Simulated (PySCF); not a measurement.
## `InChI=1S/C5H11FNSi/c1-4(3-7-8)5(2)6/h4-5H,1-2,8H3/q+1/t4-,5-/m1/s1`, charge +1

Geometry:
```tsv
atom	x (Å)	y (Å)	z (Å)
C1	-0.918	-1.894	-0.281
C2	-0.344	-0.565	-0.795
C3	0.849	-0.218	-0.126
N4	1.800	0.109	0.434
Si5	3.292	0.746	1.244
C6	-1.347	0.630	-0.669
C7	-1.812	0.908	0.746
F8	-0.703	1.734	-1.174
H9	-1.868	-2.084	-0.773
H10	-0.242	-2.713	-0.512
H11	-1.078	-1.866	0.793
H12	-0.089	-0.660	-1.861
H13	4.283	0.429	0.228
H14	2.901	2.139	1.401
H15	3.273	-0.088	2.437
H16	-2.196	0.436	-1.336
H17	-2.394	1.827	0.745
H18	-2.447	0.104	1.104
H19	-0.968	1.037	1.420
```

Total charge +1.

Level of theory: PySCF 2.14.0, TDDFT B3LYP/def2-SVPD circular dichroism and optical rotation, one conformer, gas phase. Geometry: GFN2-xTB.

The molecule is flexible and this is one conformer; a measurement averages over conformers. Singlets 14 and 15 lie within 0.01 eV of each other, so their separate moments and overlaps can depend on how they mix.

Stereocentres: C2 R, C6 R.

What is the specific rotation at 633, 589.3, 546, 436, 405, 365, 355 nm?

[α] in deg dm⁻¹ (g/mL)⁻¹:
| λ (nm) | origin-invariant length gauge | modified velocity gauge | length gauge (centre of mass) | isotropic polarisability (au) |
| --- | --- | --- | --- | --- |
| 633 | -8.8 | -13.1 | -7.9 | 90.6 |
| 589.3 | -10.4 | -15.5 | -9.4 | 90.9 |
| 546 | -12.6 | -18.6 | -11.3 | 91.3 |
| 436 | -22.9 | -33.1 | -20.8 | 93.1 |
| 405 | -28.4 | -40.5 | -25.8 | 93.9 |
| 365 | -39.1 | -54.8 | -35.6 | 95.3 |
| 355 | -42.7 | -59.6 | -39.0 | 95.8 |

And for the mirror image at 589.3 nm?

+10.4 deg dm⁻¹ (g/mL)⁻¹ (origin-invariant length gauge): the same size and the opposite sign.

What is the molar rotation [Φ] = [α]·M/100 of the geometry above at 589.3 nm?

With M = 132.23 g/mol, -13.8 deg cm² dmol⁻¹ (origin-invariant length gauge).

The first excitation lies at 6.42 eV (193 nm) with R = 0.0 × 10⁻⁴⁰ esu² cm² (velocity form).
